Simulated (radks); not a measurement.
Task: Tl25+, 56 electrons, occupied as [Kr] 4d10 4f10. All-electron calculation, non-relativistic Kohn-Sham, LDA (Slater exchange, Perdew-Wang correlation), spin-unpolarised, spherical densities, point nucleus; relativity is left out, which matters for an element this heavy. Program: a radial shooting solver on a logarithmic mesh with Libxc functionals. Some entries of the table are withheld. Estimate them.

orbital  occ.  eigenvalue (Ry)  r(max) (bohr)  <r> (bohr)
1s          2        -5709.005            (1)     0.01870
2s          2        -1003.444        0.06740     0.07865
2p          6              (2)        0.05223     0.06642
3s          2        -277.8804         0.1837      0.1977
3p          6        -261.1054         0.1726      0.1881
3d         10              (3)         0.1353      0.1640
4s          2              (4)         0.4032      0.4229
4p          6        -91.31191            (5)      0.4236
4d         10        -77.67772         0.3895      0.4219
4f         10        -59.35565         0.3356      0.4100

Result: 
(1) 1s r(max) (bohr): 0.01241
(2) 2p eigenvalue (Ry): -968.1050
(3) 3d eigenvalue (Ry): -229.7304
(4) 4s eigenvalue (Ry): -98.70786
(5) 4p r(max) (bohr): 0.4009
